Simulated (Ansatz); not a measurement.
`C[O][GeH2][OH]` + HI → `[OH][GeH2][I]` + CH₃OH at 600 K and 1 bar (ligand exchange at a Ge–O bond).

Calculated with Ansatz (gas phase, PBE0-D4/def2-TZVP geometries, no zero-point term in ΔE). CCSD(T)/CBS is the MP2 limit (def2-TZVPP, def2-QZVPP) plus CCSD(T) − MP2 in def2-TZVPP, frozen cores. This one scheme is used for every species. Elements past krypton have def2 core potentials. For Ge, I outer-core shells are correlated without core-valence functions, which leaves a few kJ/mol of doubt a bond. Scalar relativity is left out up to krypton. One conformer a species, not always the lowest.

| species | CCSD(T)/CBS energy (Eh) | H − E (kJ/mol) | S (J/(mol·K)) |
| --- | --- | --- | --- |
| `C[O][GeH2][OH]` | -2268.14728 | 245.3 | 429.6 |
| HI | -298.03592 | 31.6 | 227.0 |
| `[OH][GeH2][I]` | -2450.58625 | 122.5 | 385.3 |
| CH₃OH | -115.61712 | 163.6 | 277.3 |

H − E and S are ideal-gas, rigid-rotor, harmonic terms from PBE0-D4/def2-TZVP, for one conformer and one mirror image of each species. 1 Eh = 2625.50 kJ/mol, R = 8.31446 J/(mol·K).

By hand: ΔE, ΔH, ΔS and ΔG.

ΔE = (-2450.58625) + (-115.61712) − (-2268.14728) − (-298.03592) = -0.02017 Eh = -53.0 kJ/mol. Δ(H − E) = 122.5 + 163.6 − 245.3 − 31.6 = 9.2, so ΔH = -43.8 kJ/mol. ΔS = 385.3 + 277.3 − 429.6 − 227.0 = 6.0 J/(mol·K). ΔG = -43.8 − 600 × (6.0)/1000 = -47.4 kJ/mol.

By hand: the equilibrium constant, and the temperature at which ΔG would vanish if ΔH and ΔS stayed fixed.

log₁₀ K = −ΔG/(RT ln 10) = 4.1. ΔH and −TΔS have one sign here, so there is no such temperature.

The number of gas molecules stays the same, so ΔS is small and ΔH decides. A doubt of 5 kJ/mol in ΔE shifts log₁₀ K by 0.4 here. Other conformers and mirror images would add mixing entropy, several J/(mol·K) or more a flexible species. Modes under 60 cm⁻¹, often nearly free rotors, make the harmonic entropy too high. These are equilibria of isolated gas molecules and say nothing of rates. Largest T1 diagnostic: 0.012 (customary marks: 0.02 for closed shells, 0.045 for open ones).

ΔS is within the doubt of such terms, so its sign, and with it that verdict, could turn.
